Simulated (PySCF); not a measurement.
Isomers of C5H6F2O. Method: PBE0-D3(BJ)/def2-SVP geometry optimisation, gas phase in PySCF. One conformer each; no zero-point energy, no entropy. No frequencies were run at this level. Point groups hold within 0.08 Å.

Question: Order them by energy at this level, lowest first, and give relative energies in kcal/mol.
A. `[CH2:1]=[C:2]=[CH:3][CH2:4][O:5][CH:6]([F:7])[F:8]` with C2–C3–C4–O5 -124°, C3–C4–O5–C6 70°, C4–O5–C6–F7 70°
B. `[CH2:1]=[CH:2]/[CH:3]=[CH:4]\[O:5][CH:6]([F:7])[F:8]` with C1–C2–C3–C4 179°, C3–C4–O5–C6 165°, C4–O5–C6–F7 166°

Answer: B (0.0), A (15.6).

As drawn, the higher has cumulated double bonds, which the lower lacks.

| SMILES | E (Eh) | E rel (kcal/mol) | dipole (D) | point group | A, B, C (MHz) |
| --- | --- | --- | --- | --- | --- |
| C=C/C=C\OC(F)F | -468.16667 | 0.0 | 2.17 | C1 | 5493, 861.3, 817.5 |
| C=C=CCOC(F)F | -468.14183 | 15.6 | 3.06 | C1 | 4009, 1018, 942.4 |

Question: How do the relative energies change in single points at PBE0/pcSseg-1 (no added dispersion term) on the same geometries?

Answer: 
```tsv
SMILES	PBE0-D3(BJ)/def2-SVP (kcal/mol)	PBE0/pcSseg-1 (kcal/mol)	shift
C=C/C=C\OC(F)F	0.0	0.0	0.0
C=C=CCOC(F)F	15.6	14.7	-0.9
```

Each column counts from its own lowest isomer. The order is unchanged; the largest shift is 0.9 kcal/mol.
